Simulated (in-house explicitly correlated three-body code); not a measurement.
The numbers below are computed, except where a source is named.
Two electrons around a charge Z: errors of exchange and correlation functionals on the exact density

The exact non-relativistic ground state comes from a variational code in 260 exponentially correlated functions, the Kohn-Sham parts from inverting its density (past Z = 6 the correlation energy is taken as exact minus Hartree-Fock, equal to within microhartrees), and self-consistent runs (Hartree-Fock is restricted) from a B-spline radial code. Z may be fractional; the second electron is bound down to Z = 0.911.

Each entry is functional minus exact.

```
    Z  revTPSS x (mEh)  revTPSS c (mEh)  LDA PW92 x (mEh)  LDA PW92 c (mEh)  PBE x (mEh)  PBE c (mEh)
    1           -10.59            +6.00            +44.29            -29.82       -10.50       +11.50
1.235            -6.46            -0.13            +70.41            -44.81        -1.85        +4.86
  1.6            -4.89            -2.79            +104.9            -58.83        +5.25        +1.74
 2.16            -4.11            -4.18            +155.6            -74.19       +13.80        -0.10
 2.66            -3.80            -4.70            +200.5            -84.85       +20.83        -0.87
 3.24                ?                ?                 ?                 ?            ?            ?
  4.3                ?                ?                 ?                 ?            ?            ?
  5.7            -3.26            -5.31            +471.5            -125.2       +61.54        -2.10
  7.3            -3.16            -5.29            +613.8            -138.7       +82.66        -2.20
  8.8            -3.10            -5.25            +747.3            -149.2       +102.4        -2.23
```

(1) What belongs in the row Z = 3.24?

(2) What belongs in the row Z = 4.3?

(3) How do the exchange errors scale with Z?

## Answers

(1) revTPSS x (mEh): -3.60; revTPSS c (mEh): -5.01; LDA PW92 x (mEh): +252.3; LDA PW92 c (mEh): -95.07; PBE x (mEh): +28.76; PBE c (mEh): -1.38.

(2) revTPSS x (mEh): -3.40; revTPSS c (mEh): -5.23; LDA PW92 x (mEh): +346.8; LDA PW92 c (mEh): -110.0; PBE x (mEh): +42.97; PBE c (mEh): -1.84.

(3) revTPSS +2.78 % in the size of E_x at Z = 1 and +0.06 % at 8.8; LDA PW92 -11.63 % in the size of E_x at Z = 1 and -14.16 % at 8.8; PBE +2.76 % in the size of E_x at Z = 1 and -1.94 % at 8.8. Exchange scales linearly under uniform scaling of the density, so its relative error changes only with the density's shape.
